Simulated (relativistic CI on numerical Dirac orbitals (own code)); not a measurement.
## Energy levels of As

Computed by Dirac-Coulomb-Breit CI, separate exchange-only KLI orbitals for each configuration, model QED (radiative potential, 1s self-energy scaled to tabulated hydrogen-like ionisation energies), valence Slater integrals scaled by 0.85, P86 correlation energy added to each configuration (own radial code, finite nucleus).

Configurations in the expansion (outside the closed core [Ar] 3d10): 4s2 4p3, 4s2 4p2 5s, 4s2 4p2 4d, 4s 4p4, 4s2 4p2 5p, 4s2 4p2 6s, 4s2 4p2 6p, 4s2 4p2 5d, 4s2 4p2 4f, 4s2 4p2 7s, 4s2 4p2 7p, 4s2 4p 4d2, 4s2 4p2 6d, 4s2 4p2 5f, 4s2 4p2 5g, 4s2 4p2 7d. Levels of other configurations are missing.

The lowest level is 4s2 4p3 4S°_3/2, with 99 % of that term; Hund's rules for 4s2 4p3 give 4S° with J = 3/2, in agreement.

```csv
No.,Configuration,Term,J,E (cm⁻¹),%,Landé g,Lifetime (s),jj configuration (%)
1,4s2 4p3,4S°,3/2,0.0,99,1.999,,4p1/2 4p3/2^2 (54)
2,4s2 4p3,2D°,3/2,11968.1,96,0.818,1.84e+01,4p1/2 4p3/2^2 (45)
3,4s2 4p3,2D°,5/2,12269.2,100,1.200,1.53e+02,4p1/2 4p3/2^2 (100)
4,4s2 4p3,2P°,1/2,19724.8,99,0.666,8.93e-01,4p1/2 4p3/2^2 (99)
5,4s2 4p3,2P°,3/2,20207.4,95,1.319,3.96e-01,4p3/2^3 (67)
6,4s2 4p2 5s,4P,1/2,52176.6,96,2.603,4.76e-09,4p1/2^2 5s (61)
7,4s2 4p2 5s,4P,3/2,53081.5,97,1.723,4.69e-09,4p1/2 4p3/2 5s (96)
8,4s2 4p2 5s,4P,5/2,54396.3,98,1.595,4.63e-09,4p3/2^2 5s (54)
9,4s2 4p2 5s,2P,1/2,54886.1,94,0.734,2.39e-09,4p1/2 4p3/2 5s (80)
10,4s2 4p2 5s,2P,3/2,56403.1,91,1.330,2.43e-09,4p1/2 4p3/2 5s (51)
11,4s2 4p2 5p,4D°,1/2,61283.3,44,1.085,,4p1/2^2 5p1/2 (65)
12,4s2 4p2 5p,4D°,3/2,61803.9,71,1.297,,4p1/2^2 5p3/2 (57)
13,4s2 4p2 5p,4D°,1/2,61891.1,52,0.973,,4p1/2 4p3/2 5p1/2 (63)
14,4s2 4p2 5p,4D°,5/2,62621.3,80,1.397,,4p1/2 4p3/2 5p3/2 (93)
15,4s2 4p2 5p,4P°,3/2,62916.4,34,1.600,,4p1/2 4p3/2 5p1/2 (53)
16,4s2 4p2 5s,2D,5/2,63228.8,88,1.237,3.59e-09,4p1/2 4p3/2 5s (51)
17,4s2 4p2 5p,4P°,1/2,63230.5,85,2.455,3.76e-08,4p1/2 4p3/2 5p3/2 (58)
18,4s2 4p2 5s,2D,3/2,63286.9,94,0.818,3.53e-09,4p1/2 4p3/2 5s (50)
19,4s2 4p2 5p,2D°,3/2,63460.3,82,0.971,,4p1/2 4p3/2 5p3/2 (76)
20,4s2 4p2 4d,4P,5/2,63745.7,51,1.557,1.50e-08,4p1/2 4p3/2 4d5/2 (27)
21,4s2 4p2 5p,4D°,7/2,63867.6,98,1.425,,4p3/2^2 5p3/2 (54)
22,4s2 4p2 5p,4P°,5/2,64215.7,65,1.492,,4p3/2^2 5p1/2 (36)
23,4s2 4p2 4d,4P,3/2,64499.2,54,1.665,1.81e-08,4s 4p1/2 4p3/2^3 (25)
24,4s2 4p2 5p,4S°,3/2,64539.2,57,1.869,2.93e-08,4p3/2^2 5p1/2 (41)
25,4s2 4p2 4d,4P,1/2,65043.2,58,2.598,1.75e-08,4p1/2 4p3/2 4d3/2 (32)
26,4s2 4p2 5p,2D°,5/2,65050.2,79,1.270,,4p3/2^2 5p3/2 (49)
27,4s2 4p2 5p,2P°,1/2,65123.9,84,0.811,4.67e-08,4p1/2 4p3/2 5p3/2 (50)
28,4s2 4p2 4d,4F,3/2,65420.1,81,0.554,6.35e-08,4p1/2^2 4d3/2 (50)
29,4s2 4p2 5p,2P°,3/2,65554.3,88,1.312,,4p1/2 4p3/2 5p3/2 (44)
30,4s2 4p2 4d,4F,5/2,65801.2,82,1.067,5.46e-08,4p1/2 4p3/2 4d3/2 (42)
```

Energies count from the lowest computed level; ° marks odd parity; lifetimes are radiative, by E1, M1, E2 decay to levels of this space only; some are left blank where a channel outside the calculation adds to the decay or the decay crosses a small, uncertain gap. Filled j subshells are mostly left out of the jj labels.

The mean weight of the leading LS term, summed over parents, in these 30 levels is 80 %, and that of the leading jj configuration (from the same eigenvectors) 57 %, so LS coupling describes them better.

Correlation outside the listed configurations is missing or only estimated: errors of thousands of cm⁻¹ between configurations and terms are usual at this charge. Rates and lifetimes follow the computed energies and can be off by large factors. The fine structure of a lone outer electron comes out too small, for d and f at times inverted, and misplaced configurations move strength between like terms. 11 of the 11 excited levels that our extract of the measured tables holds in this range could be paired (the sources list more); they are missed by 1699 cm⁻¹ on average and 2452 at most, and levels without a partner can miss by more.

LS names give the leading component of a level, which can be under half, so a name can repeat, a term be missing and a line seem to break the LS rules.
